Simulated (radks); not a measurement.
These are the eigenvalues of the occupied orbitals of an atom or ion with whole-number occupations (eV). Method: Dirac Kohn-Sham, PBE, spin-unpolarised, spherical densities, finite nucleus; Fermi nuclear charge, rms radius of each element as measured or else 0.836 A^(1/3) + 0.57 fm; computed with a radial shooting solver on a logarithmic mesh with Libxc functionals.

orbital  eigenvalue
1s1/2     -67260.94
2s1/2     -11554.62
2p1/2     -11045.05
2p3/2     -9774.909
3s1/2     -2652.057
3p1/2     -2425.103
3p3/2     -2151.667
3d3/2     -1767.732
3d5/2     -1708.172
4s1/2     -546.0635
4p1/2     -452.4131
4p3/2     -389.4573
4d3/2     -235.4153
4d5/2     -223.8490
5s1/2      -79.6192
5p1/2      -52.5426
5p3/2      -43.8251
4f5/2      -32.5249
4f7/2      -30.5435
6s1/2      -11.5091
5d3/2      -10.6574

Which element is it, and in what charge state? The configuration may be excited. Open shells, if any, fill j = l - 1/2 first.

Answer. Z = 73, tantalum, charge +1: Ta+ in [Xe] 4f14 5d3 6s1. The list shows which subshells hold electrons but not how many an open one holds; the 1s level, -2471.8 hartree, gives Z - s = 70.3 by -(Z - s)^2/2, which with screening and relativity narrows Z to a few neighbours, and the depths of the outer levels then fix element, charge and occupations together.
